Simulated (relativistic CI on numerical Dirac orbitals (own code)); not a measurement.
**Dy⁶⁴⁺: sensitivity of the levels to the model**

Base calculation: Dirac-Coulomb-Breit CI, separate exchange-only KLI orbitals for each configuration, model QED (radiative potential, 1s self-energy scaled to tabulated hydrogen-like ionisation energies), unscaled Slater integrals.

CI space: 1s², 1s2s, 1s2p, 1s3s, 1s3p, 1s3d, 1s4s, 1s4p, 1s4d, 1s4f, 1s5s, 1s5p, 1s5d, 1s5f, 1s5g, 1s6s, 1s6p, 1s6d, 2s². Levels of other configurations are missing.

Variants: (1) non-relativistic limit. Shifts of the energy above 1s² ¹S0, in eV, for the lowest level and the first level of each name with at least 55 % of one term (blank where a level changes its place among those of its configuration and J or its character, or is not in the variant):

| Level | Base | Δ(1) |
| --- | --- | --- |
| 1s² ¹S0 | 0.0 | 0.0 |
| 1s2s ³S1 | 46077.6 | -2413.9 |
| 1s2p ³P°1 | 46177.2 | -2446.7 |
| 1s2s ¹S0 | 46199.1 | -2458.3 |
| 1s2p ³P°0 | 46199.4 | -2468.9 |
| 1s2p ³P°2 | 47119.1 | -3388.5 |
| 1s2p ¹P°1 | 47163.2 | -3373.1 |
| 1s3s ³S1 | 54904.9 | -3178.9 |
| 1s3p ³P°1 | 54931.7 | -3187.1 |
| 1s3s ¹S0 | 54937.3 | -3190.9 |
| 1s3p ³P°0 | 54937.5 | -3192.9 |
| 1s3p ³P°2 | 55211.9 | -3467.3 |
| 1s3d ³D2 | 55221.3 | -3465.4 |
| 1s3d ³D1 | 55224.2 | -3468.4 |

At this charge energies of transitions that change n are usually good to better than 1 %, and those within a shell (Δn = 0) to a few per cent.

Ionisation energy from the two ground configurations alone: base 61733 eV. The NIST ASD value (theoretical) is 61736.6 eV.

LS names give the leading component of a level, which can be under half, so a name can repeat, a term be missing and a line seem to break the LS rules.
